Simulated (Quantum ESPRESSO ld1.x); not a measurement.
Task: The mean radii <r> (bohr) of the occupied orbitals of an atom or ion are listed with their occupations. All-electron calculation, scalar-relativistic Kohn-Sham, LDA (Slater exchange, VWN5 correlation), spin-polarised, spherical densities, point nucleus. Program: ld1.x of Quantum ESPRESSO 7.5.

| orbital | occ. | <r> |
|---|---|---|
| 1s up | 1 | 0.01900 |
| 1s down | 1 | 0.01900 |
| 2s up | 1 | 0.08042 |
| 2s down | 1 | 0.08042 |
| 2p up | 3 | 0.07175 |
| 2p down | 3 | 0.07175 |
| 3s up | 1 | 0.2088 |
| 3s down | 1 | 0.2088 |
| 3p up | 3 | 0.2087 |
| 3p down | 3 | 0.2087 |
| 3d up | 5 | 0.1890 |
| 3d down | 5 | 0.1890 |
| 4s up | 1 | 0.4685 |
| 4s down | 1 | 0.4685 |
| 4p up | 3 | 0.4980 |
| 4p down | 3 | 0.4980 |
| 4d up | 5 | 0.5355 |
| 4d down | 5 | 0.5354 |
| 5s up | 1 | 1.133 |
| 5s down | 1 | 1.131 |
| 5p up | 3 | 1.336 |
| 5p down | 3 | 1.332 |
| 4f up | 7 | 0.6768 |
| 4f down | 7 | 0.6745 |
| 6s up | 1 | 3.233 |
| 6s down | 1 | 3.268 |
| 5d up | 1 | 2.247 |
| 6p up | 1 | 4.502 |

Name the element and its charge. Open shells, if any, are filled with parallel spins first.

Result: Z = 72, hafnium, charge 0: Hf in [Xe] 4f14 5d1 6s2 6p1. The 1s radius gives Z: for a bare nucleus <r> = (2 gamma + 1)/(2Z) with gamma = sqrt(1 - (Z/c)^2), 0.01876 bohr for Z = 72, and screening makes it slightly larger (0.01900 here). The occupations add up to 72, and the charge is Z minus that.
